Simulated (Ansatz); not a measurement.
Harmonic frequencies (cm⁻¹) at PBE0-D4/def2-TZVP from Ansatz: 25, 37, 48, 83, 102, 114, 131, 237, 272, 353, 371, 418, 508, 528, 602, 648, 662, 694, 720, 736, 927, 1192, 1449, 1451, 1543, 2148, 2190, 2202, 3062, 3152, 3161, 3591, 3702.

Each molecule was computed in one conformer, which needn't be the lowest.

Q: Which molecule is it?
A. `[CH3][AlH][CH]=N`
B. `BB1OCN1[SiH3]`
C. `[CH3][In]([NH2])[SiH2][TeH]`
D. `C[SiH]1CN1`

A: C.
